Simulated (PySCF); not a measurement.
Numbering as in the mapped SMILES `[F:1][C:2]([F:3])([F:4])[C:5]([F:6])([F:7])[Cl:8]`.

GIAO PBE0/pcSseg-1 shifts (PySCF, gas phase, non-relativistic, equivalent atoms averaged), each against references optimised in the same way as the molecule (CFCl3, TMS, HCl).

On the GFN2-xTB geometry: F6/F7 -83.4, F1/F3/F4 -98.2, C5 133.3, C2 126.4, Cl8 331 ppm.

What changes on the PBE0-D3(BJ)/def2-SVP geometry?

## Answers


| atoms | δ (ppm) | change |
| --- | --- | --- |
| F6/F7 | -84.1 | -0.7 |
| F1/F3/F4 | -98.1 | +0.1 |
| C5 | 127.7 | -5.6 |
| C2 | 122.5 | -3.9 |
| Cl8 | 301 | -30 |

Unscaled 19F shifts against computed CFCl3 carry errors that often reach 10 to 50 ppm.

Bonds between heavy atoms that differ most (equivalent bonds averaged): C5–Cl8 1.775 → 1.759 Å, C5–F6 1.336 → 1.328 Å, C2–C5 1.554 → 1.547 Å, F1–C2 1.328 → 1.323 Å.
